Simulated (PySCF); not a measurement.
A side-by-side comparison of computed properties.

First species: C₃HOP.
SMILES: `C#CP=C=O`

Second species: C₃H₇FOSi.
Geometry (GFN2-xTB, Å), atoms numbered from 1 in this order:
```
atom  x, y, z in Å
C1    -2.0611   -0.1641   -0.1389
Si2   -0.3668    0.5602   -0.5482
O3     0.7020   -0.5026   -1.2470
C4     1.6574   -0.5445   -0.1839
C5     1.0079    0.4226    0.8025
F6     0.6731   -0.1885    1.9960
H7    -1.9839   -0.9881    0.5663
H8    -2.5388   -0.5377   -1.0395
H9    -2.7111    0.5885    0.2941
H10   -0.3652    1.8508   -1.2323
H11    1.7296   -1.5598    0.2074
H12    2.6293   -0.2203   -0.5562
H13    1.6233    1.2840    1.0621
```

Levels: wB97X-D/def2-SVPD for dipole moment, HOMO energy, LUMO energy, HOMO–LUMO gap, static isotropic polarisability and electronic spatial extent ⟨r²⟩ about the centre of nuclear charge; TDDFT wB97X-D/def2-SVPD for lowest singlet excitation; TDA wB97X-D/def2-SVPD for lowest triplet excitation (Tamm–Dancoff); GFN2-xTB for rotational constant A and rotational constant C. Geometries: GFN2-xTB. All species are isolated and taken at one optimised geometry, non-relativistic unless stated; the electronic structure was computed with PySCF and density fitting.

Values for the first species:

```
Dipole moment                                                     : 0.67 D
HOMO energy                                                       : -8.56 eV
LUMO energy                                                       : -0.29 eV
HOMO–LUMO gap                                                     : 8.27 eV
Lowest singlet excitation                                         : 2.99 eV
Lowest triplet excitation (Tamm–Dancoff)                          : 2.72 eV
Static isotropic polarisability                                   : 61.2 au
Electronic spatial extent ⟨r²⟩ about the centre of nuclear charge : 491 bohr²
Rotational constant A                                             : 7.659 GHz
Rotational constant C                                             : 2.277 GHz
```

Task: Estimate the same properties for the second species, and the change in each.

Result: 
```tsv
property	first	second	second less first
dipole moment	0.67 D	1.27 D	+0.60 D
HOMO energy	-8.56 eV	-9.74 eV	-1.18 eV
LUMO energy	-0.29 eV	1.76 eV	+2.05 eV
HOMO–LUMO gap	8.27 eV	11.50 eV	+3.23 eV
lowest singlet excitation	2.99 eV	6.79 eV	+3.80 eV
lowest triplet excitation (Tamm–Dancoff)	2.72 eV	6.28 eV	+3.56 eV
static isotropic polarisability	61.2 au	62.3 au	+1.1 au
electronic spatial extent ⟨r²⟩ about the centre of nuclear charge	491 bohr²	693 bohr²	+202 bohr²
rotational constant A	7.659 GHz	3.873 GHz	-3.786 GHz
rotational constant C	2.277 GHz	1.893 GHz	-0.384 GHz
```

On the first: The principal polarisabilities are 40.2, 62.0 and 81.3 au; their mean is the isotropic value. The polarisability is 9.07 Å³ as a volume (1 au = 0.148185 Å³), or 1.46 au for each of the 42 electrons.

On the second: The 8 singlets span 6.79 to 8.53 eV, and their oscillator strengths add up to 0.18. S1 lies 4.71 eV below the HOMO–LUMO gap; its leading configuration is HOMO→LUMO, weight 0.93.
